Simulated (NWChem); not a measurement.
System: CuI; SMILES [Cu][I]

Here is an NWChem input.

```
start job
memory heap 200 mb stack 900 mb global 1100 mb
geometry units angstroms noautoz
  Cu     0.000000     0.000000    -1.540952
  I      0.000000     0.000000     0.837218
end
basis spherical
  Cu library def2-svp
  I library def2-svp
end
ecp
  I library def2-ecp
end
dft
  xc r2scan
  iterations 200
  convergence diis 20
end
task dft gradient
```

Excerpt of the output:

```
             Northwest Computational Chemistry Package (NWChem) 7.3.0
             --------------------------------------------------------

 ORDER OF PRIMARY AXIS IS BEING SET TO 4
 C4V symmetry detected

                             Geometry "geometry" -> ""
                             -------------------------

 Output coordinates in angstroms (scale by  1.889725989 to convert to a.u.)

  No.       Tag          Charge          X              Y              Z
 ---- ---------------- ---------- -------------- -------------- --------------
    1 Cu                  29.0000     0.00000000     0.00000000    -1.53710988
    2 I                   53.0000     0.00000000     0.00000000     0.84106012

 Effective nuclear repulsion energy (a.u.)     342.0047480679

      Symmetry information
      --------------------

 Group name             C4v
 Group number             18
 Group order               8
 No. of unique centers     2

                                 NWChem DFT Module
                                 -----------------

 Summary of "ao basis" -> "ao basis" (spherical)
 ------------------------------------------------------------------------------
       Tag                 Description            Shells   Functions and Types
 ---------------- ------------------------------  ------  ---------------------
 Cu                         def2-svp                11       31   5s3p2d1f
 I                          def2-svp                10       26   4s4p2d

      Symmetry analysis of basis
      --------------------------

        a1         21
        a2          0
        b1          5
        b2          5
        e          26

            General Information
            -------------------
          SCF calculation type: DFT
          Wavefunction type:  closed shell.
          No. of atoms     :     2
          No. of electrons :    54
           Alpha electrons :    27
            Beta electrons :    27
          Charge           :     0
          Spin multiplicity:     1
          Use of symmetry is: on ; symmetry adaption is: on
          Maximum number of iterations: 200
          AO basis - number of functions:    57
                     number of shells:    21
          Convergence on energy requested:  1.00D-06
          Convergence on density requested:  1.00D-05
          Convergence on gradient requested:  5.00D-04

              XC Information
              --------------
                      r^2SCAN Method XC Functional
               r^2SCAN metaGGA Exchange Functional  1.000
                     r^2SCAN Correlation Potential  1.000

             Grid Information
             ----------------
          Grid used for XC integration:  medium
          Radial quadrature: Mura-Knowles
          Angular quadrature: Lebedev.
          Tag              B.-S. Rad. Rad. Pts. Rad. Cut. Ang. Pts.
          ---              ---------- --------- --------- ---------
          Cu                  1.35      112           9.0       590
          I                   1.40      123          10.0       590
          Grid pruning is: on
          Number of quadrature shells:   235
          Spatial weights used:  Erf1

      Superposition of Atomic Density Guess
      -------------------------------------

 Sum of atomic energies:       -1985.81234584

      Non-variational initial energy
      ------------------------------

 Total energy =   -1935.163313
 1-e energy   =   -3121.564903
 2-e energy   =    1025.078595
 HOMO         =      -0.358292
 LUMO         =      -0.146811

      Symmetry analysis of molecular orbitals - initial
      -------------------------------------------------

 !! scf_movecs_sym_adapt:   10 vectors were symmetry contaminated

  Symmetry fudging

 !! scf_movecs_sym_adapt:    6 vectors were symmetry contaminated

  Numbering of irreducible representations:

     1 a1          2 a2          3 b1          4 b2          5 e

  Orbital symmetries:

     1 a1          2 a1          3 a1          4 e           5 e
     6 a1          7 a1          8 e           9 e          10 a1
    11 a1         12 e          13 e          14 a1         15 e
    16 e          17 b1         18 b2         19 a1         20 a1
    21 e          22 e          23 b1         24 b2         25 a1
    26 e          27 e          28 a1         29 a1         30 e
    31 e          32 a1         33 a1         34 a1         35 e
    36 e          37 b2

   convergence    iter        energy       DeltaE   RMS-Dens  Diis-err
 ---------------- ----- ----------------- --------- --------- ---------
 d= 0,ls=0.0,diis     1  -1937.9757554911 -2.10D+03  6.02D-02  1.74D+00
 d= 0,ls=0.5,diis     2  -1934.8307121269  3.15D+00  1.62D-02  4.01D+01
 d= 0,ls=0.5,diis     3  -1936.4662842272 -1.64D+00  1.60D-02  1.40D+01
 d= 0,ls=0.5,diis     4  -1937.2228890196 -7.57D-01  5.07D-02  3.30D+00
 d= 0,ls=0.5,diis     5  -1937.6529846973 -4.30D-01  5.88D-03  5.17D+00
 d= 0,ls=0.5,diis     6  -1937.5351294122  1.18D-01  5.77D-03  6.30D+00
 d= 0,ls=0.5,diis     7  -1937.3757175147  1.59D-01  3.01D-03  7.77D+00
 d= 0,ls=0.5,diis     8  -1937.3254041185  5.03D-02  1.35D-03  8.14D+00
 d= 0,ls=0.5,diis     9  -1937.3186806645  6.72D-03  1.11D-03  8.15D+00
 d= 0,ls=0.5,diis    10  -1937.3019786206  1.67D-02  1.04D-03  8.26D+00
  Resetting Diis
 d= 0,ls=0.5,diis    11  -1937.2801554624  2.18D-02  3.73D-04  8.42D+00
 d= 0,ls=0.5,diis    12  -1937.2911622521 -1.10D-02  7.56D-02  8.30D+00
 d= 0,ls=0.5,diis    13  -1932.9404735261  4.35D+00  1.93D-02  7.17D+01
 d= 0,ls=0.5,diis    14  -1935.6726694322 -2.73D+00  2.16D-02  2.53D+01
 d= 0,ls=0.5,diis    15  -1937.1015605423 -1.43D+00  1.44D-02  4.58D+00
 d= 0,ls=0.5,diis    16  -1937.4339169267 -3.32D-01  5.34D-02  6.48D-01
 d= 0,ls=0.5,diis    17  -1937.4709944761 -3.71D-02  4.62D-03  6.69D+00
 d= 0,ls=0.5,diis    18  -1937.3692150112  1.02D-01  2.94D-03  7.54D+00
 d= 0,ls=0.5,diis    19  -1937.2999911647  6.92D-02  1.67D-03  8.13D+00
 d= 0,ls=0.5,diis    20  -1937.2716893410  2.83D-02  5.98D-04  8.33D+00
 d= 0,ls=0.5,diis    21  -1937.2806622026 -8.97D-03  6.29D-04  8.22D+00
 d= 0,ls=0.5,diis    22  -1937.2990321969 -1.84D-02  3.60D-04  8.04D+00
 d= 0,ls=0.5,diis    23  -1937.2993050189 -2.73D-04  2.90D-04  8.04D+00
 d= 0,ls=0.5,diis    24  -1937.2896994760  9.61D-03  2.00D-04  8.11D+00
 d= 0,ls=0.5,diis    25  -1937.2851790670  4.52D-03  1.38D-04  8.14D+00
 d= 0,ls=0.5,diis    26  -1937.2826273615  2.55D-03  3.50D-04  8.16D+00
 d= 0,ls=0.5,diis    27  -1937.2958769313 -1.32D-02  2.45D-04  8.03D+00
 d= 0,ls=0.5,diis    28  -1937.3015662922 -5.69D-03  9.54D-04  7.98D+00
 d= 0,ls=0.5,diis    29  -1937.3293097351 -2.77D-02  8.77D-04  7.76D+00
 d= 0,ls=0.5,diis    30  -1937.3533876158 -2.41D-02  2.11D-03  7.56D+00
 d= 0,ls=0.5,diis    31  -1937.4298302414 -7.64D-02  2.73D-03  6.87D+00
 d= 0,ls=0.5,diis    32  -1937.5114996998 -8.17D-02  5.12D-03  6.14D+00
 d= 0,ls=0.5,diis    33  -1937.6705404877 -1.59D-01  5.33D-03  4.62D+00
 d= 0,ls=0.5,diis    34  -1937.8134158772 -1.43D-01  6.61D-03  3.20D+00
 d= 0,ls=0.5,diis    35  -1937.9692032927 -1.56D-01  8.20D-03  1.51D+00
 d= 0,ls=0.5,diis    36  -1938.0871190400 -1.18D-01  4.58D-03  1.86D-01
 d= 0,ls=0.5,diis    37  -1938.1085229877 -2.14D-02  2.10D-03  2.25D-02
 d= 0,ls=0.5,diis    38  -1938.1123110356 -3.79D-03  1.32D-03  1.71D-02
 d= 0,ls=0.5,diis    39  -1938.1142785921 -1.97D-03  9.11D-04  1.09D-02
 d= 0,ls=0.5,diis    40  -1938.1155080832 -1.23D-03  5.91D-04  3.61D-03
 d= 0,ls=0.5,diis    41  -1938.1160174048 -5.09D-04  4.05D-04  1.76D-03
 d= 0,ls=0.5,diis    42  -1938.1162723810 -2.55D-04  2.84D-04  9.18D-04
 d= 0,ls=0.5,diis    43  -1938.1164030236 -1.31D-04  2.04D-04  5.46D-04
 d= 0,ls=0.5,diis    44  -1938.1164748858 -7.19D-05  1.49D-04  3.23D-04
 d= 0,ls=0.5,diis    45  -1938.1165151893 -4.03D-05  1.10D-04  1.85D-04
 d= 0,ls=0.5,diis    46  -1938.1165373549 -2.22D-05  8.21D-05  1.11D-04
 d= 0,ls=0.5,diis    47  -1938.1165501531 -1.28D-05  6.12D-05  6.34D-05
 d= 0,ls=0.5,diis    48  -1938.1165570899 -6.94D-06  4.61D-05  4.07D-05
 d= 0,ls=0.5,diis    49  -1938.1165611432 -4.05D-06  3.55D-05  2.56D-05
 d= 0,ls=0.5,diis    50  -1938.1165635807 -2.44D-06  2.72D-05  1.56D-05
 d= 0,ls=0.5,diis    51  -1938.1165649961 -1.42D-06  2.11D-05  9.68D-06
 d= 0,ls=0.5,diis    52  -1938.1165658422 -8.46D-07  1.64D-05  5.93D-06
 d= 0,ls=0.5,diis    53  -1938.1165663374 -4.95D-07  1.28D-05  3.79D-06
 d= 0,ls=0.5,diis    54  -1938.1165666339 -2.96D-07  1.02D-05  2.51D-06
 d= 0,ls=0.5,diis    55  -1938.1165668216 -1.88D-07  8.14D-06  1.62D-06

         Total DFT energy =    -1938.116566938744
      One electron energy =    -3128.037647199510
           Coulomb energy =     1118.195277792895
    Exchange-Corr. energy =      -89.597191903760
 Nuclear repulsion energy =      161.322994371631

 Numeric. integr. density =       53.999999977137

                  Occupations of the irreducible representations
                  ----------------------------------------------

                     irrep           alpha         beta
                     --------     --------     --------
                     a1               11.0         11.0
                     a2                0.0          0.0
                     b1                2.0          2.0
                     b2                2.0          2.0
                     e                12.0         12.0

                       DFT Final Molecular Orbital Analysis
                       ------------------------------------

[...]

                         DFT ENERGY GRADIENTS

    atom               coordinates                        gradient
                 x          y          z           x          y          z
   1 Cu      0.000000   0.000000  -2.904716    0.000000   0.000000  -0.004288
   2 I       0.000000   0.000000   1.589373    0.000000   0.000000   0.004288
```

Level: r2SCAN/def2-SVP with def2 effective core potentials on I. All runs use the structure optimised with PBE0/def2-SVP. def2 effective core potentials on I; no spin-orbit coupling.
